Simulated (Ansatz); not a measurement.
A nudged elastic band was laid between two geometries of CH4 + H7NOSi2 (16 atoms, charge 0, multiplicity 1).

Level of theory: Ansatz, RKS B3LYP-D4/def2-SVP.

| Property | Result |
| --- | --- |
| movable images | 7 |
| climbing image | yes |
| spring | 5.0 eV/Å² |
| optimiser | quadratic models (default) |
| start path | through a guess of the saddle point |
| force threshold | 0.03 eV/Å |
| iteration limit | 60 |
| end points | relaxed |

Image 0:

```xyz
16
Properties=species:S:1:pos:R:3
Si 1.436 0.907 0.296
N 1.822 -0.768 0.243
O 0.070 1.338 -0.571
Si -0.687 1.053 -2.021
H 2.599 1.634 -0.284
H 1.159 1.306 1.697
H -0.671 -1.149 2.345
C -1.449 -1.148 1.567
H 1.267 -1.466 0.726
H 2.351 -1.170 -0.523
H -1.673 2.140 -2.267
H 0.303 1.028 -3.140
H -1.400 -0.258 -1.993
H -1.441 -0.182 1.044
H -1.256 -1.956 0.844
H -2.430 -1.309 2.038
```

Image 8:

```xyz
16
Properties=species:S:1:pos:R:3
Si -0.009 1.064 0.843
N 1.387 -2.223 -0.245
O -0.198 0.568 -0.743
Si -0.440 1.075 -2.309
H 1.449 1.196 1.134
H -0.651 2.404 1.008
H 0.728 -2.813 0.265
C -0.788 -0.214 1.964
H 0.857 -1.423 -0.594
H 2.045 -1.857 0.446
H -1.120 2.405 -2.315
H 0.866 1.191 -3.019
H -1.299 0.077 -3.004
H -1.868 -0.312 1.768
H -0.310 -1.188 1.775
H -0.648 0.047 3.025
```

(1) What changes between the two ends?

(2) Give the energies along the band, and the barrier.

(3) What is the geometry of the highest image?

The band took 34 iterations and roughly 50 core-minutes.

## Answers

(1) Bonds broken: Si1–N2, H7–C8. Bonds formed: Si1–C8, N2–H7. CH4 + H7NOSi2 becomes CH8OSi2 + H3N.

(2) The forces met the threshold. The highest image is number 5 of 0 to 8, 65.8 kcal/mol above the first end and 51.5 kcal/mol above the last; the last end lies 14.3 kcal/mol above the first. The profile has 2 maxima (images 2, 5) with wells between them (image 3): this band takes more than one step, which may be the mechanism or a detour left from its start path. Neighbouring images differ by up to 2.8 eV, so the band resolves the path poorly. A vibrational analysis at the climbing image gives one clearly imaginary mode, 1317i cm⁻¹: a first-order saddle point. The orbitals stay closed-shell, which can raise the energy where a bond breaks towards radicals; this wasn't checked here.

```
image  path coordinate (Å)  energy (kcal/mol)  Si1–N2 (Å)  H7–C8 (Å)  Si1–C8 (Å)
    0                 0.00                0.0        1.72       1.10        3.76
    1                 2.20                0.5        1.72       1.10        3.79
    2                 4.39                2.8        1.72       1.10        3.82
    3                 6.59                0.4        1.72       1.10        3.94
    4                 8.79                1.2        1.72       1.10        3.61
    5                10.99               65.8        1.90       1.54        2.34
    6                12.70               29.5        2.54       2.42        1.91
    7                14.41               15.7        3.53       3.08        1.87
    8                16.11               14.3        3.73       3.46        1.87
```

(3) 
```xyz
16
Properties=species:S:1:pos:R:3
Si 0.624 0.482 0.438
N 1.438 -1.224 0.622
O -0.490 0.541 -0.805
Si -0.724 1.186 -2.318
H 1.797 1.137 -0.272
H 0.580 1.301 1.680
H 0.366 -1.346 1.133
C -0.985 -0.763 1.591
H 1.589 -1.722 -0.259
H 2.283 -1.284 1.196
H -1.441 2.490 -2.219
H 0.574 1.399 -3.026
H -1.553 0.233 -3.108
H -1.679 0.076 1.420
H -1.529 -1.662 1.240
H -0.848 -0.845 2.686
```

The run took 14 min on 4 threads of Arm Neoverse N1, on a shared host, peak memory 0.37 GiB.
